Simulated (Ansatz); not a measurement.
Ansatz (a quantum-chemistry and plane-wave program) input (MP2/3-21G): The .json file is the Basis Set Exchange's 3-21G.

Ansatz 0.2 input:
```yaml
crystal:
  periodic: [false, false, false]
  atoms:
    - {symbol: Si, position_ang: [-2.45546300, -0.49918100, 0.19865300]}
    - {symbol: O, position_ang: [-0.86571000, -0.48134300, 0.66274400]}
    - {symbol: Si, position_ang: [0.58426500, 0.22252000, 0.54099800]}
    - {symbol: Cl, position_ang: [0.49398700, 1.73463600, -0.87657000]}
    - {symbol: Cl, position_ang: [1.96804800, -1.19011300, -0.05713700]}
    - {symbol: H, position_ang: [-3.05905200, 0.82535600, 0.45453300]}
    - {symbol: H, position_ang: [-2.53895100, -0.82372800, -1.24048500]}
    - {symbol: H, position_ang: [-3.13414100, -1.53452500, 1.00191700]}
basis:
  gaussian:
    orbitals: 3-21G.json
magnetization: {spin_polarized: true, initial_magnetization: 1}
correlation: {method: mp2, electrons: outside_noble_gas}
```

Output:

```
Functional definition: HF
integrals: 0.03 GiB planned
712 factors; integrals over basis functions are off by at most 2.7e-4 eV
mean field: 0.40 GiB planned
mean field evaluation 1: about -42602.3157 eV, gradient 2.3e1 eV
mean field evaluation 2: about -42602.6209 eV, gradient 2.4e1 eV
mean field evaluation 4: about -42605.2748 eV, gradient 2.2e0 eV
mean field evaluation 8: about -42605.3489 eV, gradient 3.1e-1 eV
mean field evaluation 16: about -42605.3515 eV, gradient 6.9e-6 eV
mean field -42605.35149839 eV, -1565.7177886214 hartree, gradient 6.9e-6 eV, S^2 0.754011; 0 other end points of the search recorded, 0 dependent functions left out
21 core orbitals not correlated
reference -42605.35149839 eV, -1565.7177886214 hartree; 16, 15 occupied and 30, 31 virtual orbitals, 712 factors
second order -8.02832857 eV of doubles, -0.00000000 eV of singles
Total energy: -42613.37982696 eV, -1566.0128242546 hartree
```

The geometry given is a B3LYP-D3(BJ)/def2-TZVP minimum.
